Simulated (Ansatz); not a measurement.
Relaxation of the cluster Ta2O6H2 with RKS PBE-D4/def2-SVP.

```sh
$ ansatz run in.yaml --threads 4 --pin off --events-out ev --progress --plain --max-ram 4787MiB
```

```yaml
crystal:
  periodic: [false, false, false]
  atoms:
    - {symbol: Ta, position_ang: [-0.638810, 0.534580, -1.692540]}
    - {symbol: Ta, position_ang: [0.258720, -0.154470, 1.857550]}
    - {symbol: O, position_ang: [0.026320, -0.820730, 3.413500]}
    - {symbol: O, position_ang: [-1.040620, 1.240450, 1.252310]}
    - {symbol: O, position_ang: [-1.023700, 1.243140, -0.128350]}
    - {symbol: O, position_ang: [-0.232520, -0.231140, -3.253570]}
    - {symbol: O, position_ang: [-0.112670, -1.263960, 0.209040]}
    - {symbol: O, position_ang: [1.084370, -0.539850, 0.020380]}
    - {symbol: H, position_ang: [1.634180, 0.694440, 2.367260]}
    - {symbol: H, position_ang: [0.044730, -0.702470, -4.045580]}
basis:
  gaussian: {orbitals: def2-SVP}
hamiltonian: {xc: pbe, dispersion: d4}
scf: {lower_state_search: "off"}
output: {orbitals: {seedname: orbitals}}
relax: {f_tol: 0.02, max_steps: 100}
```

Run time 64 s (4 threads of Arm Neoverse V1 on a shared host).

Positions (Å) and forces (eV/Å) at steps 1, 2, 3, 4, 5, 6, 7, 8, 9, 10, 11, 12, 13, 14, 15, 16, 17, 18, 19, 20, 21, 22, 23, 24, 25, 26, 27, 28 of 30:

```xyz
10
step=1 energy=-15396.6340 eV
Ta   -0.639    0.535   -1.693    0.490   -0.211    0.043
Ta    0.259   -0.154    1.858   -2.030    1.638   -0.793
O     0.026   -0.821    3.413   -0.303   -1.314    1.789
O    -1.041    1.240    1.252   -0.692    0.677    1.142
O    -1.024    1.243   -0.128   -0.635    1.330    3.850
O    -0.233   -0.231   -3.254    0.961   -1.710   -2.961
O    -0.113   -1.264    0.209   -1.083   -1.010   -0.666
O     1.084   -0.540    0.020    1.763    0.181   -1.959
H     1.634    0.694    2.367    1.417    0.686   -0.093
H     0.045   -0.702   -4.046    0.114   -0.266   -0.352
10
step=2 energy=-15397.7890 eV
Ta   -0.576    0.514   -1.614    1.382   -1.438    0.511
Ta    0.164   -0.104    1.828    0.423    0.516    0.338
O     0.010   -0.907    3.376   -0.052    0.072   -0.695
O    -1.160    1.327    1.379   -0.450    0.272    0.914
O    -1.032    1.287   -0.004   -0.263    0.601    0.686
O    -0.175   -0.292   -3.250    0.043    0.017    0.023
O    -0.133   -1.260    0.142   -0.848   -0.313   -0.316
O     1.086   -0.536   -0.064    0.304    0.598   -1.024
H     1.737    0.730    2.264   -0.539   -0.221   -0.380
H     0.079   -0.760   -4.057    0.000   -0.103   -0.057
10
step=3 energy=-15398.5868 eV
Ta   -0.453    0.425   -1.492    1.502   -1.867    0.533
Ta    0.133   -0.052    1.774    0.321    0.068    0.872
O     0.004   -0.944    3.289    0.001    0.601   -1.308
O    -1.235    1.391    1.475   -0.087   -0.129    0.751
O    -1.026    1.307    0.088   -0.122    0.496   -0.155
O    -0.125   -0.335   -3.200   -0.084    0.439    0.562
O    -0.166   -1.254    0.092   -0.787   -0.262   -0.084
O     1.056   -0.512   -0.168    0.014    0.806   -1.047
H     1.736    0.747    2.187   -0.653   -0.238   -0.333
H     0.077   -0.775   -4.044   -0.103    0.086    0.208
10
step=4 energy=-15399.1013 eV
Ta   -0.346    0.298   -1.389    0.428    0.057   -0.651
Ta    0.120   -0.010    1.743    0.167   -0.147    0.199
O    -0.008   -0.936    3.220   -0.094    0.332   -0.654
O    -1.274    1.418    1.534    0.110   -0.263    0.363
O    -1.011    1.325    0.134   -0.134    0.220   -0.475
O    -0.096   -0.343   -3.161   -0.056    0.215    0.307
O    -0.190   -1.266    0.079   -1.895   -1.758    1.459
O     1.033   -0.483   -0.258    1.920    1.163   -0.758
H     1.709    0.748    2.133   -0.327   -0.043   -0.206
H     0.062   -0.751   -4.035   -0.119    0.223    0.417
10
step=5 energy=-15400.3728 eV
Ta   -0.208    0.230   -1.278    0.712   -0.868    1.013
Ta    0.120    0.013    1.674   -0.234   -1.744   -0.294
O    -0.068   -0.919    3.124    0.081    0.024    0.200
O    -1.305    1.413    1.581    0.175   -0.114   -0.315
O    -1.024    1.350    0.155    0.072   -0.050   -0.934
O    -0.063   -0.308   -3.084   -0.173   -0.005   -0.338
O    -0.296   -1.394    0.173   -4.103   -1.022    2.052
O     1.137   -0.522   -0.319    3.333    3.487   -1.868
H     1.678    0.816    1.959    0.170    0.108    0.032
H     0.029   -0.679   -3.984   -0.033    0.184    0.451
10
step=6 energy=-15402.2226 eV
Ta   -0.174    0.175   -1.241    0.193   -2.616    2.713
Ta    0.114   -0.024    1.655   -0.496   -1.793   -0.177
O    -0.067   -0.920    3.124    0.066   -0.114    0.380
O    -1.297    1.407    1.575    0.440   -0.346   -0.567
O    -1.017    1.348    0.139    0.051    0.075   -0.982
O    -0.062   -0.309   -3.073   -0.271   -0.058   -0.293
O    -0.454   -1.432    0.234   -2.492    1.788   -0.016
O     1.262   -0.388   -0.386    2.368    2.850   -1.380
H     1.671    0.814    1.948    0.137    0.057   -0.047
H     0.024   -0.670   -3.976    0.004    0.156    0.369
10
step=7 energy=-15403.6941 eV
Ta   -0.165    0.067   -1.172   -1.409   -2.437    1.224
Ta    0.103   -0.076    1.652   -0.314   -0.240    0.682
O    -0.068   -0.933    3.143    0.015   -0.183    0.367
O    -1.279    1.396    1.552    0.793   -0.777   -0.326
O    -1.011    1.349    0.114    0.124    0.108   -0.943
O    -0.073   -0.319   -3.055   -0.289   -0.016    0.190
O    -0.583   -1.386    0.239   -0.722    2.149   -1.474
O     1.383   -0.245   -0.448    1.952    1.378   -0.015
H     1.669    0.808    1.940   -0.159   -0.158   -0.078
H     0.023   -0.660   -3.964    0.009    0.175    0.374
10
step=8 energy=-15404.4698 eV
Ta   -0.160   -0.003   -1.125    0.613   -1.035   -0.368
Ta    0.075   -0.122    1.724    0.001    0.346   -0.073
O    -0.123   -0.980    3.213   -0.034   -0.030    0.323
O    -1.240    1.365    1.527    0.709   -0.711   -0.681
O    -0.976    1.387    0.050   -0.136    0.224    0.274
O    -0.112   -0.332   -3.028   -0.377   -0.035    0.213
O    -0.582   -1.311    0.191   -0.606    0.402   -0.249
O     1.503   -0.109   -0.530   -0.047    0.871   -0.009
H     1.624    0.783    1.910   -0.134   -0.193    0.205
H    -0.010   -0.679   -3.933    0.011    0.160    0.365
10
step=9 energy=-15404.6753 eV
Ta   -0.140   -0.057   -1.125   -0.087    0.788   -0.995
Ta    0.083   -0.137    1.743    0.221   -0.742    0.215
O    -0.176   -0.963    3.253   -0.041    0.310   -0.139
O    -1.164    1.319    1.483   -0.039    0.081   -0.597
O    -0.964    1.395    0.003   -0.221    0.189    0.328
O    -0.164   -0.358   -3.004   -0.274   -0.254   -0.728
O    -0.591   -1.298    0.159   -0.214   -0.685    0.932
O     1.520    0.078   -0.582    0.528    0.189    0.396
H     1.623    0.710    1.980    0.134   -0.034    0.215
H    -0.027   -0.690   -3.910   -0.008    0.157    0.372
10
step=10 energy=-15404.8027 eV
Ta   -0.144   -0.068   -1.155    0.647    0.693    0.380
Ta    0.110   -0.154    1.746    0.597    0.088   -0.331
O    -0.226   -0.876    3.274   -0.241   -0.175    0.439
O    -1.142    1.309    1.430    0.206   -0.112   -0.379
O    -1.018    1.367   -0.039   -0.240    0.049   -0.137
O    -0.213   -0.378   -3.034   -0.171   -0.184   -0.537
O    -0.556   -1.323    0.166    0.078   -0.187    0.436
O     1.510    0.201   -0.553   -0.537   -0.117   -0.157
H     1.724    0.597    2.111   -0.331   -0.179   -0.014
H    -0.046   -0.676   -3.946   -0.009    0.125    0.300
10
step=11 energy=-15404.8978 eV
Ta   -0.131   -0.062   -1.164    0.920    0.295    0.829
Ta    0.159   -0.176    1.760   -0.062   -0.333    0.247
O    -0.330   -0.837    3.289    0.024    0.139   -0.187
O    -1.063    1.302    1.373    0.214   -0.096   -0.371
O    -1.073    1.345   -0.095   -0.238    0.016   -0.121
O    -0.268   -0.399   -3.041   -0.147   -0.060   -0.211
O    -0.492   -1.350    0.190    0.492    0.503    0.019
O     1.514    0.336   -0.576   -1.075   -0.397   -0.309
H     1.769    0.511    2.218   -0.151   -0.154   -0.072
H    -0.083   -0.671   -3.955    0.022    0.086    0.176
10
step=12 energy=-15405.0005 eV
Ta   -0.110   -0.059   -1.169    1.073    0.294    0.937
Ta    0.191   -0.207    1.793   -0.536   -0.360    0.874
O    -0.458   -0.743    3.335    0.427    0.318   -1.000
O    -0.963    1.310    1.284    0.141   -0.199   -0.601
O    -1.187    1.290   -0.181    0.062   -0.069    0.224
O    -0.334   -0.416   -3.040   -0.078    0.025    0.034
O    -0.351   -1.374    0.220    0.361    0.580    0.020
O     1.498    0.484   -0.587   -1.332   -0.497   -0.510
H     1.837    0.350    2.307   -0.174   -0.149   -0.101
H    -0.123   -0.634   -3.962    0.057    0.056    0.124
10
step=13 energy=-15405.0870 eV
Ta   -0.103   -0.050   -1.134    0.408    0.223    0.163
Ta    0.179   -0.174    1.809   -0.075   -0.106    1.040
O    -0.488   -0.734    3.325    0.215    0.239   -0.636
O    -0.988    1.328    1.185    0.271   -0.129   -0.125
O    -1.260    1.288   -0.254    0.106   -0.162    0.058
O    -0.359   -0.435   -2.992   -0.047    0.006   -0.025
O    -0.252   -1.352    0.301    0.026    0.087   -0.195
O     1.469    0.575   -0.611   -0.653   -0.198   -0.323
H     1.908    0.164    2.283   -0.321   -0.004   -0.081
H    -0.105   -0.609   -3.913    0.071    0.044    0.124
10
step=14 energy=-15405.1506 eV
Ta   -0.156   -0.066   -1.150    0.516    0.151    0.198
Ta    0.204   -0.167    1.834   -0.431   -0.266    0.711
O    -0.551   -0.715    3.307    0.166    0.134   -0.494
O    -0.857    1.380    1.161    0.102   -0.012   -0.046
O    -1.306    1.233   -0.224   -0.002    0.031    0.014
O    -0.424   -0.460   -3.004   -0.096   -0.078   -0.153
O    -0.144   -1.353    0.318    0.061    0.049   -0.098
O     1.409    0.645   -0.789   -0.354   -0.156   -0.172
H     1.876    0.084    2.441    0.041    0.094   -0.131
H    -0.051   -0.581   -3.895   -0.004    0.053    0.168
10
step=15 energy=-15405.2073 eV
Ta   -0.126   -0.061   -1.146    0.994    0.368    0.207
Ta    0.168   -0.189    1.904   -0.396    0.007   -0.280
O    -0.715   -0.785    3.279    0.215    0.037   -0.125
O    -0.755    1.423    1.152    0.139   -0.264   -0.053
O    -1.280    1.222   -0.207   -0.097    0.015    0.167
O    -0.501   -0.500   -2.975    0.040   -0.113   -0.263
O     0.015   -1.347    0.339   -0.004    0.321    0.096
O     1.432    0.732   -0.960   -0.654   -0.427   -0.236
H     1.852    0.087    2.473   -0.102   -0.027    0.091
H    -0.089   -0.583   -3.860   -0.135    0.083    0.394
10
step=16 energy=-15405.2643 eV
Ta   -0.077   -0.031   -1.149    1.062    0.299   -0.147
Ta    0.124   -0.189    1.934   -0.118   -0.048   -0.282
O    -0.768   -0.844    3.276    0.063    0.028   -0.151
O    -0.700    1.454    1.133    0.097   -0.240   -0.035
O    -1.280    1.199   -0.198   -0.004    0.065    0.190
O    -0.562   -0.534   -2.941    0.151   -0.081   -0.174
O     0.122   -1.315    0.344    0.007    0.417    0.100
O     1.486    0.781   -1.141   -0.938   -0.496   -0.038
H     1.786    0.060    2.565   -0.119   -0.014    0.053
H    -0.131   -0.583   -3.824   -0.200    0.070    0.482
10
step=17 energy=-15405.3376 eV
Ta    0.000    0.013   -1.166    0.347    0.120   -0.210
Ta    0.098   -0.196    1.963   -0.059   -0.171   -0.375
O    -0.901   -0.933    3.190    0.152    0.115   -0.260
O    -0.599    1.475    1.131   -0.017   -0.093   -0.070
O    -1.241    1.184   -0.165    0.006    0.095    0.126
O    -0.630   -0.606   -2.881    0.175    0.046    0.100
O     0.284   -1.236    0.325    0.029    0.165    0.326
O     1.525    0.854   -1.322   -0.474   -0.233   -0.011
H     1.704    0.061    2.702   -0.062   -0.065    0.137
H    -0.241   -0.616   -3.778   -0.096    0.020    0.237
10
step=18 energy=-15405.3940 eV
Ta    0.031    0.046   -1.159    0.318    0.130   -0.446
Ta    0.110   -0.195    1.935   -0.195   -0.336    0.516
O    -1.004   -0.988    3.037    0.477    0.361   -0.634
O    -0.504    1.514    1.123   -0.015   -0.128   -0.225
O    -1.224    1.199   -0.132    0.068   -0.040    0.149
O    -0.684   -0.677   -2.799    0.187    0.146    0.304
O     0.450   -1.200    0.309   -0.076    0.289    0.176
O     1.507    0.930   -1.481   -0.551   -0.298    0.115
H     1.633    0.021    2.867   -0.168   -0.113   -0.003
H    -0.314   -0.650   -3.702   -0.046   -0.013    0.047
10
step=19 energy=-15405.4582 eV
Ta    0.040    0.062   -1.171    0.292    0.148    0.248
Ta    0.158   -0.165    1.962   -0.544   -0.573    0.237
O    -1.101   -0.995    2.870    0.782    0.512   -0.585
O    -0.410    1.526    1.083   -0.014   -0.094   -0.263
O    -1.232    1.157   -0.099    0.025    0.118    0.160
O    -0.707   -0.729   -2.752    0.092    0.075    0.105
O     0.560   -1.114    0.326    0.018    0.100    0.101
O     1.455    0.999   -1.584   -0.387   -0.202    0.057
H     1.613   -0.064    3.031   -0.225   -0.041   -0.025
H    -0.376   -0.677   -3.667   -0.039   -0.042   -0.035
10
step=20 energy=-15405.5100 eV
Ta    0.035    0.068   -1.134    0.535    0.323   -0.119
Ta    0.212   -0.159    1.925   -0.855   -0.569    0.771
O    -1.147   -0.988    2.681    0.980    0.610   -0.600
O    -0.293    1.545    1.026   -0.134   -0.304   -0.341
O    -1.237    1.165   -0.067    0.066    0.131    0.297
O    -0.722   -0.770   -2.677    0.039    0.008   -0.084
O     0.709   -1.098    0.317   -0.094    0.138    0.016
O     1.374    1.070   -1.640   -0.360   -0.265    0.086
H     1.513   -0.123    3.179   -0.116   -0.031   -0.123
H    -0.444   -0.708   -3.611   -0.061   -0.042    0.099
10
step=21 energy=-15405.4625 eV rejected
Ta    0.064    0.150   -1.100   -0.526   -0.043    0.287
Ta    0.240   -0.135    1.951    1.918    0.979   -1.489
O    -1.111   -0.944    2.543   -2.195   -1.363    1.045
O    -0.284    1.501    0.905    0.381    0.088    0.315
O    -1.311    1.204   -0.093   -0.209    0.108   -0.215
O    -0.713   -0.784   -2.567    0.016   -0.098   -0.178
O     0.750   -1.020    0.322    0.171   -0.224    0.337
O     1.357    1.137   -1.688    0.383    0.354   -0.237
H     1.476   -0.311    3.237    0.109    0.225    0.154
H    -0.471   -0.796   -3.510   -0.047   -0.026   -0.019
10
step=22 energy=-15405.5669 eV
Ta    0.054    0.121   -1.114    0.049    0.006    0.049
Ta    0.222   -0.184    1.944    0.093    0.276   -0.309
O    -1.162   -0.997    2.589   -0.129   -0.112    0.135
O    -0.237    1.496    0.965   -0.054   -0.254   -0.058
O    -1.262    1.199   -0.064   -0.026    0.172    0.039
O    -0.720   -0.778   -2.614    0.060    0.038   -0.029
O     0.736   -1.066    0.316    0.058   -0.063    0.060
O     1.361    1.114   -1.686   -0.014    0.014   -0.022
H     1.483   -0.150    3.223    0.009   -0.053    0.054
H    -0.475   -0.755   -3.558   -0.045   -0.024    0.080
10
step=23 energy=-15405.5817 eV
Ta    0.061    0.153   -1.101   -0.107    0.135    0.209
Ta    0.232   -0.175    1.949    0.094    0.012   -0.379
O    -1.140   -1.017    2.575   -0.235   -0.181    0.161
O    -0.264    1.470    0.932   -0.005   -0.072   -0.139
O    -1.288    1.276   -0.123    0.125    0.050    0.089
O    -0.717   -0.783   -2.571    0.032   -0.008   -0.082
O     0.752   -1.044    0.320    0.062   -0.056    0.128
O     1.362    1.130   -1.707    0.047    0.037   -0.050
H     1.481   -0.219    3.242    0.031    0.103    0.034
H    -0.480   -0.791   -3.516   -0.044   -0.021    0.030
10
step=24 energy=-15405.5980 eV
Ta    0.072    0.181   -1.085   -0.103    0.091    0.048
Ta    0.221   -0.197    1.941    0.283    0.088   -0.205
O    -1.140   -1.061    2.555   -0.325   -0.221    0.172
O    -0.252    1.444    0.910   -0.067   -0.033   -0.114
O    -1.286    1.330   -0.143    0.126    0.026    0.057
O    -0.718   -0.780   -2.532    0.029    0.009   -0.083
O     0.772   -1.043    0.316    0.050   -0.048    0.106
O     1.369    1.141   -1.727    0.049    0.030   -0.028
H     1.463   -0.203    3.248    0.004    0.071   -0.008
H    -0.501   -0.812   -3.481   -0.046   -0.012    0.055
10
step=25 energy=-15405.6095 eV
Ta    0.099    0.217   -1.071    0.036    0.032   -0.050
Ta    0.202   -0.232    1.945   -0.019   -0.081   -0.122
O    -1.148   -1.150    2.534    0.067    0.028    0.025
O    -0.251    1.394    0.886   -0.191    0.071   -0.074
O    -1.267    1.415   -0.191    0.191   -0.034    0.098
O    -0.728   -0.769   -2.481    0.047    0.033   -0.120
O     0.806   -1.034    0.322    0.002   -0.014    0.079
O     1.396    1.147   -1.762   -0.054   -0.051    0.044
H     1.441   -0.155    3.257   -0.029    0.010   -0.021
H    -0.551   -0.834   -3.439   -0.049    0.005    0.141
10
step=26 energy=-15405.6126 eV
Ta    0.110    0.212   -1.076    0.040   -0.043    0.039
Ta    0.191   -0.237    1.945   -0.073    0.013   -0.116
O    -1.130   -1.165    2.581   -0.015   -0.031    0.006
O    -0.285    1.386    0.893    0.138    0.014    0.142
O    -1.249    1.414   -0.203   -0.163    0.047   -0.178
O    -0.725   -0.757   -2.490    0.036    0.031   -0.123
O     0.793   -1.045    0.327    0.010   -0.025   -0.026
O     1.421    1.133   -1.751   -0.043   -0.019    0.030
H     1.436   -0.127    3.226    0.099    0.017    0.102
H    -0.563   -0.814   -3.451   -0.030   -0.004    0.123
10
step=27 energy=-15405.6148 eV
Ta    0.116    0.212   -1.065   -0.068    0.010   -0.103
Ta    0.187   -0.241    1.937    0.007   -0.011    0.095
O    -1.122   -1.189    2.570   -0.003    0.004   -0.002
O    -0.293    1.384    0.887    0.013   -0.054   -0.014
O    -1.249    1.437   -0.227    0.023   -0.013   -0.002
O    -0.731   -0.748   -2.478    0.037    0.005   -0.091
O     0.803   -1.053    0.329   -0.013    0.046    0.018
O     1.429    1.123   -1.744    0.026    0.012    0.002
H     1.435   -0.111    3.229    0.005   -0.001    0.002
H    -0.575   -0.813   -3.438   -0.026    0.001    0.095
10
step=28 energy=-15405.6157 eV
Ta    0.113    0.214   -1.072    0.019   -0.034    0.073
Ta    0.187   -0.243    1.945    0.059    0.044   -0.037
O    -1.120   -1.192    2.577   -0.047   -0.030    0.024
O    -0.290    1.377    0.884   -0.044    0.011   -0.026
O    -1.247    1.436   -0.230    0.015    0.013    0.045
O    -0.732   -0.746   -2.485    0.015   -0.005   -0.081
O     0.799   -1.046    0.332   -0.005   -0.007   -0.012
O     1.430    1.124   -1.745    0.017    0.015   -0.016
H     1.437   -0.111    3.239   -0.010   -0.002   -0.019
H    -0.577   -0.813   -3.444   -0.020   -0.005    0.050
```

In the def2 sets Ta takes a core potential; there is no spin–orbit coupling. The structure holds one bond between oxygen atoms, so isomers without such links may lie far lower. The relaxation made no stability test and no search for a lower SCF solution. The structure comes from a short search, and lower isomers may exist.
